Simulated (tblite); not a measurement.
C7H13 (doublet state).
Z-matrix (Å and degrees, GFN2-xTB geometry), rows numbered from 1:
```
C 
C   1  1.3688
C   2  1.3778  1  124.50
C   3  1.4835  2  124.16  1  -179.66
C   4  1.5374  3  111.65  2   117.43
C   5  1.5262  4  111.83  3   178.65
C   6  1.5238  5  111.77  4   179.95
H   1  1.0741  2  121.66  3  -179.71
H   1  1.0758  2  120.93  3     0.12
H   2  1.0839  1  118.05  3   179.64
H   3  1.0811  2  118.97  1    -1.09
H   4  1.0965  3  109.60  2  -123.09
H   4  1.0922  3  110.20  2    -4.35
H   5  1.0924  4  109.15  3    57.36
H   5  1.0924  4  109.05  3   -60.05
H   6  1.0925  5  109.31  4    58.76
H   6  1.0927  5  109.26  4   -58.82
H   7  1.0876  6  110.57  5   179.97
H   7  1.0879  6  110.55  5    59.93
H   7  1.0879  6  110.54  5   -59.95
```

Method: GFN2-xTB as coded in tblite; computed harmonic values from a numerical Hessian at the method's own geometry, unscaled. This tight-binding method is rough: wavenumbers can miss measured ones by several per cent, in bad cases by 10 to 20. One conformer, not necessarily the lowest. Open shells enter through the occupations alone, without spin polarisation, and single modes of such species can be off by tens of per cent.

Harmonic wavenumbers (cm⁻¹): 38.0, 74.3, 104.5, 126.9, 221.9, 232.9, 284.8, 334.1, 415.8, 527.4, 531.8, 721.8, 760.3, 774.1, 826.6, 925.8, 939.8, 948.0, 986.0, 1035.5, 1055.6, 1094.9, 1120.9, 1162.0, 1211.6, 1234.7, 1255.6, 1264.5, 1278.9, 1281.9, 1310.0, 1341.1, 1363.9, 1416.0, 1458.5, 1475.0, 1494.9, 1498.1, 1503.8, 1504.8, 1507.1, 2910.1, 2960.0, 2971.3, 2977.0, 2979.0, 2985.8, 3030.9, 3032.9, 3038.1, 3041.0, 3069.9, 3114.9, 3152.9.

A = 10609, B = 828.5, C = 811.4 MHz; mass 97.102 u (most abundant isotopes); point group C1, symmetry number 1; spin multiplicity 2.

Problem. Zero-point energy?

Solution. Half the sum of the wavenumbers: 38954 cm⁻¹ = 465.99 kJ/mol.

Problem. Give the ideal-gas entropy at 400 K and 1 bar in the rigid-rotor, harmonic-oscillator model (classical rotation).

Solution. Translation 172.03, rotation 121.66, vibration 149.43, spin (R ln 2) 5.76: S = 448.9 J/(mol K).

Problem. And Cp and H(400 K) − H(0)?

Solution. Cp = 186.90 J/(mol K), of which vibrations give 153.64 (their classical limit is 54 R = 449.0); H(400 K) − H(0) = 43.67 kJ/mol without the zero-point energy, 30.37 from vibrations.

Problem. How do the functions run with temperature in this model?

Solution. 
| T (K) | S (J/(mol K)) | Cp (J/(mol K)) | H − H(0) (kJ/mol) | G − H(0) (kJ/mol) | ln q(vib) |
| --- | --- | --- | --- | --- | --- |
| 100 | 289.1 | 74.8 | 5.39 | -23.52 | 1.82 |
| 200 | 351.0 | 107.2 | 14.50 | -55.70 | 4.25 |
| 300 | 401.4 | 145.3 | 27.06 | -93.35 | 6.56 |
| 500 | 494.8 | 225.0 | 64.31 | -183.08 | 11.13 |
| 800 | 620.2 | 308.4 | 145.35 | -350.82 | 17.95 |
| 1000 | 693.3 | 345.9 | 210.96 | -482.30 | 22.33 |

q(vib) and H(0) count from the zero-point level.

Problem. Which modes carry the vibrational entropy at 400 K?

Solution. 38.0 cm⁻¹: 24.87; 74.3 cm⁻¹: 19.31; 104.5 cm⁻¹: 16.50; 126.9 cm⁻¹: 14.91; 221.9 cm⁻¹: 10.41; 232.9 cm⁻¹: 10.03 J/(mol K); the other 48 give 53.42 together.

Problem. Blend soft modes into free rotors: weight 1/[1 + (100 cm⁻¹/ν̃)⁴] for the oscillator and the rest for a rotor with moment μB/(μ + B), μ = h/(8π²ν), B = 10⁻⁴⁴ kg m². What vibrational entropy results?

Solution. 135.78 J/(mol K) in place of 149.43, which changes −T·S at 400 K by +5.46 kJ/mol.

Hindered rotation and anharmonicity are outside this model. Other conformers, if any are populated, would add a mixing term that is left out. The structure is chiral; the term R ln 2 for an equal mix with its mirror image is left out.
